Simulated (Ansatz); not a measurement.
C2H8BrGaGeOZn (`[CH3][GeH2][Ga]([CH2]O)[Zn][Br]`), 15 atoms. The species carries charge 0 and has multiplicity 1. For Zn the d shell is correlated and the shells below it are frozen. Correlated methods include outer-core shells of Br, Ga, Ge, which these sets cover unevenly. Scalar relativity is left out up to krypton. Hardware: A = 5 threads of an AMD EPYC 7R13 on a shared host; B = 5 threads of an AMD EPYC 7R13 on a shared host and a share of an NVIDIA H100 80 GB. Correlated methods freeze the cores.

**Question.** Give the basis size and wall time and peak host memory of each of these runs in Ansatz. direct RPA on PBE orbitals with 3s3p of Cu, Zn/def2-TZVPP energy [B]; RKS ωB97M-V/def2-TZVPP energy and forces [B]; RKS ωB97M-V/def2-SVP energy [A]; RKS ωB97M-V/def2-QZVPP energy [B]; RKS PBE0-D4/def2-QZVPP energy [B]; RKS BHLYP-D4/def2-TZVPP energy [B]; RKS PBE0-D4/def2-TZVP relaxation (48 steps) [B]; RKS PBE0-D4/def2-SVP energy [A]; RHF-MP2 with 3s3p of Cu, Zn/def2-QZVPP energy [B]; RKS CAM-B3LYP-D4/def2-TZVPP energy [B]; RHF-CCSD(T) with 3s3p of Cu, Zn/def2-TZVPP energy [B]; RKS PBE0-D4/def2-TZVP frequencies [B]. (Estimate.)

**Answer.** Ansatz gave: Other jobs shared the machine, so times are rough.

```tsv
level	job	functions	wall time	peak host memory (GiB)
RKS PBE0-D4/def2-SVP	energy [A]	209	7.5 s	1.4
RKS BHLYP-D4/def2-TZVPP	energy [B]	413	10 s	1.4
RKS PBE0-D4/def2-QZVPP	energy [B]	778	12 s	1.4
RKS CAM-B3LYP-D4/def2-TZVPP	energy [B]	413	13 s	1.4
RKS ωB97M-V/def2-QZVPP	energy [B]	778	14 s	1.5
direct RPA on PBE orbitals with 3s3p of Cu, Zn/def2-TZVPP	energy [B]	413	15 s	1.8
RHF-MP2 with 3s3p of Cu, Zn/def2-QZVPP	energy [B]	778	19 s	1.4
RKS ωB97M-V/def2-TZVPP	energy and forces [B]	413	20 s	1.4
RKS ωB97M-V/def2-SVP	energy [A]	209	23 s	1.4
RHF-CCSD(T) with 3s3p of Cu, Zn/def2-TZVPP	energy [B]	413	44 s	1.4
RKS PBE0-D4/def2-TZVP	relaxation (48 steps) [B]	333	4.1 min	1.4
RKS PBE0-D4/def2-TZVP	frequencies [B]	333	4.4 min	1.4
```
